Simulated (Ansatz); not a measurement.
Computed with Ansatz on PBE0-D4/def2-TZVP structures; ΔE is electronic, products minus reactants. CBS: MP2 limit from def2 TZ/QZ plus the TZ coupled-cluster correction, frozen cores. This one scheme is used for every species. DFT in def2-TZVPP. For Br outer-core shells are correlated without core-valence functions, which leaves a few kJ/mol of doubt a bond. Scalar relativity is left out up to krypton. One conformer a species, not always the lowest.

Consider the formal hydrolysis of the Si–Br bond: `[SiH3][SiH](S)Br` + H₂O → `O[SiH]([SiH3])S` + HBr.

CCSD(T)/CBS gives +10.5 kJ/mol.

(1) Another level gave +6.9 kJ/mol. Which?
A. CAM-B3LYP/def2-TZVPP
B. CCSD/def2-TZVPP
C. revPBE-D4/def2-TZVPP
D. r2SCAN0/def2-TZVPP

Largest T1 diagnostic among the species: 0.012.

Results:

(1) D. r2SCAN0 6.9, revPBE-D4 13.0, CCSD/def2-TZVPP 1.2, CAM-B3LYP -7.0 kJ/mol.

In def2-TZVPP, CCSD(T) changes the Hartree–Fock value by +6.7 kJ/mol (the triples alone add +1.7 kJ/mol) and MP2 by +13.1 kJ/mol. The D4 term adds +5.5 kJ/mol with B3LYP and +2.9 kJ/mol with PBE0; it sums over pairs of atoms, weighted by their polarisabilities, and B3LYP, whose exchange is more repulsive, gets the larger term.

CCSD(T)/CBS has its own doubt, a few kJ/mol and more with outer-core shells, so smaller differences from it don't rank the levels.

B3LYP here is the variant with VWN-RPA as its local correlation; programs differ in this.
